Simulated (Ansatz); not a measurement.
F$_{2}$H$_{3}$InOSi, SMILES `[F][In]([F])[O][SiH3]`, one more setting.

```yaml
crystal:
  periodic: [false, false, false]
  atoms:
    - {symbol: F, position_ang: [0.514458, -1.755038, 2.213074]}
    - {symbol: In, position_ang: [1.002471, -1.487778, 0.367135]}
    - {symbol: F, position_ang: [2.249692, -2.739678, -0.386002]}
    - {symbol: O, position_ang: [0.275468, -0.026090, -0.684833]}
    - {symbol: Si, position_ang: [-0.771038, 1.214322, -0.428794]}
    - {symbol: H, position_ang: [-0.333083, 2.050482, 0.722171]}
    - {symbol: H, position_ang: [-2.138558, 0.701583, -0.142674]}
    - {symbol: H, position_ang: [-0.799399, 2.042209, -1.660067]}
basis:
  gaussian: {orbitals: def2-mTZVPP}
hamiltonian: {xc: {name: HSE06}}
```

```sh
$ ansatz run in.yaml --threads 4 --pin off --events-out ev --progress --plain --max-ram 10444MiB
```

Shortened log:

```
Functional definition: HSE06
  name "HSE06"
  cite "Heyd, Scuseria & Ernzerhof, J. Chem. Phys. 118, 8207 (2003) doi:10.1063/1.1564060"
  cite "Krukau, Vydrov, Izmaylov & Scuseria, J. Chem. Phys. 125, 224106 (2006) doi:10.1063/1.2404663"
  cite "Heyd & Scuseria, J. Chem. Phys. 120, 7274 (2004) doi:10.1063/1.1668634"
  cite "Ernzerhof & Perdew, J. Chem. Phys. 109, 3313 (1998) doi:10.1063/1.476928"
  cite "Perdew, Burke & Ernzerhof, Phys. Rev. Lett. 77, 3865 (1996) doi:10.1103/PhysRevLett.77.3865"
  parent pbe
  parameter a = 0.25
  parameter omega = 0.11/bohr
  # The whole range is PBE's own exchange, as in plane waves. The composition of these papers is wPBEh.
  exchange = pbe_x - a*pbe_x_sr(omega) + a*exact_x_sr(omega)
  correlation = pbe_c
1344 factors; their error is unknown
110 factors; integrals over basis functions are off by at most 4.7e-7 eV
mean field evaluation 1: about -20564.8513 eV, gradient 8.2e1 eV
mean field evaluation 2: about -20515.7213 eV, gradient 1.8e2 eV
mean field evaluation 4: about -20575.0407 eV, gradient 1.9e1 eV
mean field evaluation 8: about -20575.6818 eV, gradient 1.8e-1 eV
mean field evaluation 16: about -20575.6819 eV, gradient 1.9e-5 eV
mean field -20575.68185466 eV, -756.1423614606 hartree, gradient 1.9e-5 eV, S^2 0.000000; 0 other end points of the search recorded, 0 dependent functions left out
reference -20575.68192560 eV, -756.1423640677 hartree; 32, 32 occupied and 118, 118 virtual orbitals, 1344 factors
Total energy: -20575.68192560 eV, -756.1423640677 hartree
```

Run time 1.5 s (4 threads of an Arm Neoverse V2 on a shared host); peak host memory 0.44 GiB.
